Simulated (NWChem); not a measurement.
System: C₅H₉N; SMILES C(C(C)(C)C)#N

```xyz
15

C      1.0295     1.0295    -0.7687
C      0.0000     0.0000    -0.2807
C     -1.4064     0.3768    -0.7687
C      0.3768    -1.4064    -0.7687
C      0.0000     0.0000     1.1927
N      0.0000     0.0000     2.3506
H      0.7806     2.0402    -0.4136
H      2.0402     0.7806    -0.4136
H      1.0429     1.0429    -1.8694
H     -2.1572    -0.3441    -0.4136
H     -1.4246     0.3817    -1.8694
H     -1.6962     1.3766    -0.4136
H      1.3766    -1.6962    -0.4136
H     -0.3441    -2.1572    -0.4136
H      0.3817    -1.4246    -1.8694
```
Atoms are numbered in this order, from 1.

Program: NWChem. Pople sets run with spherical d functions. All runs use the structure optimised with PBE0/def2-SVP. Total energies compare along this basis series because the functional is fixed.

```csv
level,basis functions,energy (Ha),highest occupied level (eV),orbital gap (eV),dipole (D)
B3LYP/STO-3G,39,-247.6082,[?],[?],[?]
B3LYP/3-21G,72,-249.3351,-8.67,10.12,3.72
B3LYP/6-31G*,102,-250.6915,-8.61,9.81,3.92
B3LYP/6-31+G*,126,-250.7018,-8.92,8.76,4.19
B3LYP/def2-SVP,129,-250.5105,-8.80,9.74,3.85
B3LYP/def2-SVPD,192,-250.5274,-8.99,9.07,4.13
B3LYP/def2-TZVP,240,-250.7944,-8.92,9.24,4.12
B3LYP/6-311++G**,195,-250.7698,-8.96,8.46,4.18
```

Q: Some entries are withheld; supply them.

A: 
- B3LYP/STO-3G, highest occupied level (eV): -7.22
- B3LYP/STO-3G, orbital gap (eV): 11.37
- B3LYP/STO-3G, dipole (D): 3.21
